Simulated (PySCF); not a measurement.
Species: C4H4F3O (charge -1).
Cartesian coordinates in Å at the GFN2-xTB level; atoms count from 1:
```
atom  x, y, z in Å
C1     1.9730   -0.2667   -0.0635
C2     0.5376   -0.1059    0.3123
F3     0.3084   -0.2138    1.6876
C4    -0.4858    0.1222   -0.5437
O5    -0.4052    0.2389   -1.8056
C6    -1.9045    0.2592    0.0366
F7    -2.0532    1.2921    0.9274
F8    -2.3464   -0.8481    0.7154
H9     2.0309   -0.1663   -1.1436
H10    2.3605   -1.2480    0.2301
H11    2.6021    0.4974    0.4052
H12   -2.6163    0.4381   -0.7842
```

Closed-shell single points with PySCF (density fitting; grid level 2 and gas phase unless stated) on one GFN2-xTB geometry.

Question: Rank these settings by the number of (spherical) basis functions, lowest first.
A. B97-2/pcJ-1
B. PBE0/pcSseg-1
C. mPW1PW91/6-311G**, energy threshold 1e-11 Eh
D. mPW1PW91/def2-SVPD, damping 0.2 at the start, DIIS from the seventh cycle, fitting basis def2-universal-jkfit

Answer: B (156), C (168), D (204), A (256).

Question: Rank these settings by the HOMO energy, lowest first.
A. PBE0/pcSseg-1
B. B97-2/pcJ-1
C. mPW1PW91/def2-SVPD, damping 0.2 at the start, DIIS from the seventh cycle, fitting basis def2-universal-jkfit

Answer: C (-0.20 eV), A (0.19 eV), B (0.42 eV).

All figures of these runs:

```csv
settings,basis functions,SCF cycles,E (Eh),HOMO (eV),LUMO (eV)
"mPW1PW91/def2-SVPD, damping 0.2 at the start, DIIS from the seventh cycle, fitting basis def2-universal-jkfit",204,22,-529.1078,-0.20,4.48
B97-2/pcJ-1,256,15,-529.4247,0.42,5.89
PBE0/pcSseg-1,156,15,-529.0028,0.19,5.95
"mPW1PW91/6-311G**, energy threshold 1e-11 Eh",168,14,-529.6002,0.30,5.93
```

Cycle counts include a coarse-grid stage where the run had one. All basis functions are spherical, in the Pople sets too. The HOMO energy is positive at B97-2/pcJ-1, PBE0/pcSseg-1 and mPW1PW91/6-311G**; such an orbital is held in place by the finite basis.

One conformer stands for the species.
